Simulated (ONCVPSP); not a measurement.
# What one change does to a pseudopotential (selenium, ONCV)

- Element: selenium (Se)
- Generator: ONCVPSP 4.0.1
- Type: optimised norm-conserving Vanderbilt (ONCV)
- Functional: LDA (Perdew-Zunger)
- Relativity: scalar-relativistic
- Frozen core: [Ar] 3d10
- Valence charge: 6
- Reference configuration: 4s2 4p4
- Partial waves: 4s: rc 1.20 bohr, ncon 3, nbas 7, qcut 4.5 1/bohr, 2 projectors, debl 2.7 Ha; 4p: rc 1.30 bohr, ncon 4, nbas 7, qcut 5.7 1/bohr, 3 projectors, debl 1.9 Ha
- Local potential: polynomial inside 0.80 bohr (lpopt 3, dvloc0 2 Ha)
- Core correction: none

Change: p: qcut 6.7.

Cutoffs: the cutoffs (Ha) at which the residual kinetic energy of the hardest occupied pseudo-wave falls to 1 and 0.1 mHa per electron; they do not see the model core or the augmentation charge, which bear on the density cutoff. Errors are all-electron minus pseudo energies relative to the spin-unpolarised reference configuration.

How do hardness, ghosts and transferability respond?

The potential gets softer (71 Ha and 101 Ha → 49 Ha and 101 Ha); both files keep a bound ghost (p, s); the errors of the 4 common tests hardly move.

```csv
quantity,base,changed
"cutoff, loose",71 Ha,49 Ha
"cutoff, tight",101 Ha,101 Ha
loose cutoff by channel,"s 30 Ha, p 71 Ha","s 30 Ha, p 49 Ha"
bound ghosts,"s, p","s, p"
GHOST(+) flags under 300 eV,none,none
"error for 4s2 4p3, meV [ΔE 11.01 eV]",0.0,+0.1
"error for 4s2 4p2, meV [ΔE 31.57 eV]",+8.2,+8.2
"error for 4s2 4p1, meV [ΔE 62.72 eV]",+47,+46
"error for 4s1 4p4, meV [ΔE 22.59 eV]",+5.0,+5.3
s: phases at 1.22 bohr within 0.05 rad from the reference energy up to (Ha; the scan ends near 5),to the end of the scan,to the end of the scan
p: phases at 1.32 bohr within 0.05 rad from the reference energy up to (Ha; the scan ends near 5),to the end of the scan,to the end of the scan
```

 A true bound ghost makes a file unfit for plane-wave use even where its test errors are small: the radial tests pick states by their node count and pass the ghost by.
